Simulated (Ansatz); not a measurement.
(NaNH2)2 ring (Na2N2H4). Charge 0, multiplicity 3. Geometry PBE0-D4/def2-SVP, that of the neutral singlet; atoms count from 1.

Cartesian coordinates in Å:
```
Na -0.001 -0.191 1.410
N 0.858 -1.525 -0.206
Na 0.003 0.192 -1.410
N -0.858 1.525 0.206
H 0.479 -2.468 -0.335
H 1.867 -1.703 -0.229
H -1.867 1.701 0.228
H -0.481 2.469 0.335
```

At PBE0-D4/def2-TZVP a singlet of charge 0 lies 3.13 eV below the triplet at the same geometry.

(1) Estimate the Mulliken populations from the PBE0/def2-TZVP orbitals of Ansatz.

(2) Where does the spin sit?

(3) And the Mayer bond orders between bonded heavy atoms (over 0.3)?

## Answers

(1) 
```json
{"atom": "Na1", "charge (e)": "0.36", "spin (α − β)": "0.46"}
{"atom": "N2", "charge (e)": "-0.85", "spin (α − β)": "0.55"}
{"atom": "Na3", "charge (e)": "0.36", "spin (α − β)": "0.46"}
{"atom": "N4", "charge (e)": "-0.85", "spin (α − β)": "0.55"}
{"atom": "H5", "charge (e)": "0.24", "spin (α − β)": "0.00"}
{"atom": "H6", "charge (e)": "0.24", "spin (α − β)": "0.00"}
{"atom": "H7", "charge (e)": "0.24", "spin (α − β)": "0.00"}
{"atom": "H8", "charge (e)": "0.24", "spin (α − β)": "0.00"}
```
Mulliken values and Mayer orders depend strongly on the basis.

(2) Summed by element: Na 0.92, N 1.09, H -0.01, of 2 unpaired in all. Largest on single atoms: N2 0.55, N4 0.55, Na1 0.46.

(3) Na1–Na3 0.41 (2.85 Å). Values over 0.3 also appear between atoms too far apart for a bond (N2–N4 0.38 at 3.52 Å); they arise where an orbital or an unpaired electron spreads over both atoms.
